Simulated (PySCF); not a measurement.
Two-component Hartree-Fock for Tm²⁹⁺ (thulium, charge +29)

Start: [Kr] 4d4; 4d3/2 filled at m_j = -3/2, -1/2, +1/2, +3/2. Calculated with PySCF 2.14 in an even-tempered Gaussian basis (17 s from 2.6 bohr⁻², ratio 2.8; 14 p from 3.4 bohr⁻², ratio 2.8; 9 d from 3.4 bohr⁻², ratio 2.8; 3 f from 13 bohr⁻², ratio 3): generalised Hartree-Fock with the X2C-1e Hamiltonian and a Gaussian nucleus; one run each with spin-orbit coupling (SO) switched off, then screened by Boettger's factors.

```json
{"spinor shell": "1s1/2", "electrons": "2", "ε, spin-free (eV)": "-60748.6", "ε, screened SO (eV)": "-60732.9", "weight of nominal j (screened SO)": "1.000", "rms radius, screened SO (bohr)": "0.0227"}
{"spinor shell": "2s1/2", "electrons": "2", "ε, spin-free (eV)": "-11261.8", "ε, screened SO (eV)": "-11256.1", "weight of nominal j (screened SO)": "1.000", "rms radius, screened SO (bohr)": "0.0918"}
{"spinor shell": "2p1/2", "electrons": "2", "ε, spin-free (eV)": "-10065.4", "ε, screened SO (eV)": "-10762.3", "weight of nominal j (screened SO)": "1.000", "rms radius, screened SO (bohr)": "0.0783"}
{"spinor shell": "2p3/2", "electrons": "4", "ε, spin-free (eV)": "-10065.4", "ε, screened SO (eV)": "-9772.5", "weight of nominal j (screened SO)": "1.000", "rms radius, screened SO (bohr)": "0.0852"}
{"spinor shell": "3s1/2", "electrons": "2", "ε, spin-free (eV)": "-3386.7", "ε, screened SO (eV)": "-3384.4", "weight of nominal j (screened SO)": "1.000", "rms radius, screened SO (bohr)": "0.234"}
{"spinor shell": "3p1/2", "electrons": "2", "ε, spin-free (eV)": "-3017.4", "ε, screened SO (eV)": "-3168.6", "weight of nominal j (screened SO)": "1.000", "rms radius, screened SO (bohr)": "0.225"}
{"spinor shell": "3d3/2", "electrons": "4", "ε, spin-free (eV)": "-2561.8", "ε, screened SO (eV)": "-2591.7", "weight of nominal j (screened SO)": "1.000", "rms radius, screened SO (bohr)": "0.211"}
{"spinor shell": "3d5/2", "electrons": "6", "ε, spin-free (eV)": "-2561.8", "ε, screened SO (eV)": "-2539.0", "weight of nominal j (screened SO)": "1.000", "rms radius, screened SO (bohr)": "0.215"}
{"spinor shell": "4s1/2", "electrons": "2", "ε, spin-free (eV)": "-1413.0", "ε, screened SO (eV)": "-1412.0", "weight of nominal j (screened SO)": "1.000", "rms radius, screened SO (bohr)": "0.490"}
{"spinor shell": "4p1/2", "electrons": "2", "ε, spin-free (eV)": "-1271.4", "ε, screened SO (eV)": "-1324.4", "weight of nominal j (screened SO)": "1.000", "rms radius, screened SO (bohr)": "0.496"}
{"spinor shell": "4p3/2", "electrons": "4", "ε, spin-free (eV)": "-1271.4", "ε, screened SO (eV)": "-1247.5", "weight of nominal j (screened SO)": "1.000", "rms radius, screened SO (bohr)": "0.523"}
{"spinor shell": "4d3/2", "electrons": "4", "ε, spin-free (eV)": "-1108.0", "ε, screened SO (eV)": "-1110.8", "weight of nominal j (screened SO)": "1.000", "rms radius, screened SO (bohr)": "0.515"}
```

(1) Where does 3p3/2 lie, and what is the 3p spin-orbit splitting (screened SO)?

```csv
quantity,spin-free,screened SO
E (hartree),-13135.98274,-13148.80555
M_J,0,0
⟨J²⟩,4.002,0.000
⟨L²⟩,6.001,2.460
⟨S²⟩,6.000,2.460
```

Breit and QED terms are absent; they matter most for the inner s and p1/2 levels.

Densities and radii are taken from the X2C orbitals without a picture-change correction, which distorts them close to the nucleus.

Without spin-orbit coupling the j labels of p, d and f shells carry no meaning; the spin-free column gives the mean over the occupied spinors of each nl shell, and its ⟨J²⟩ belongs to a mixture of degenerate components.

## Answers

(1) At -2951.8 eV, 216.80 eV above 3p1/2.
